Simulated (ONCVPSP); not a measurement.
## H: variants of one ONCV potential

Base potential:

ONCVPSP 4.0.1 input, shortened (lines: element, Z, core and valence counts, functional; n l f; lmax; l rc ep ncon nbas qcut; lloc lpopt rc5 dvloc0; l nproj debl; icmod fcfact rcfact), PBE, scalar-relativistic:

```
  H 1.00    0    1        4      upf
    1    0    0.50
    1
    0    1.25    0.00    4    8    6.30
    1    1.00    0.22    4    8    7.30
    1    5    1.00    0.00
    0    3    0.50
    1    0    1.30
    0    0.00    0.00
```

All-electron outer shells of the reference configuration (PBE, scalar-relativistic, ld1.x):

```
shell  level (eV)  outermost node (bohr)  outermost maximum (bohr)
   1s      -12.68                      –                      0.94
```

Cutoffs, loose and tight: the cutoffs (Ha) at which the residual kinetic energy of the hardest occupied pseudo-wave falls to 1 and 0.1 mHa per electron. They do not see the model core or the augmentation charge, which bear on the density cutoff. Test errors are all-electron minus pseudo excitation energies from the reference, over the configurations 1s1. A dash means not determined; rows that change the core or the reference have their own tests.

3 further variants are left out, since the program set their typed debl aside.

A true bound ghost makes a file unfit for plane-wave use even where its test errors are small: the radial tests pick states by their node count and pass the ghost by.

```json
{"change": "base", "outcome": "generated", "cutoff, loose": "14 Ha", "cutoff, tight": "20 Ha", "bound ghosts": "s", "GHOST(+) flags above zero": "none"}
{"change": "s: debl 0.6", "outcome": "generated", "cutoff, loose": "14 Ha", "cutoff, tight": "20 Ha", "bound ghosts": "s", "GHOST(+) flags above zero": "none"}
{"change": "s: debl 0.8", "outcome": "generated", "cutoff, loose": "14 Ha", "cutoff, tight": "20 Ha", "bound ghosts": "s", "GHOST(+) flags above zero": "s"}
{"change": "s: debl 1.25", "outcome": "generated", "cutoff, loose": "14 Ha", "cutoff, tight": "20 Ha", "bound ghosts": "none", "GHOST(+) flags above zero": "s"}
{"change": "s: debl 1.6", "outcome": "generated", "cutoff, loose": "14 Ha", "cutoff, tight": "20 Ha", "bound ghosts": "none", "GHOST(+) flags above zero": "none"}
{"change": "s: debl 2.2", "outcome": "generated", "cutoff, loose": "14 Ha", "cutoff, tight": "20 Ha", "bound ghosts": "none", "GHOST(+) flags above zero": "none"}
{"change": "s: debl 3.15", "outcome": "generated", "cutoff, loose": "14 Ha", "cutoff, tight": "20 Ha", "bound ghosts": "none", "GHOST(+) flags above zero": "none"}
{"change": "s: debl 5.3", "outcome": "generated", "cutoff, loose": "14 Ha", "cutoff, tight": "20 Ha", "bound ghosts": "none", "GHOST(+) flags above zero": "none"}
```

Reading the sweep of the debl of the s channel (base included, trends over the rows without a ghost): The loose cutoff stays near 14 Ha. Bound ghosts are found at 0.5, 0.6, 0.8 Ha.
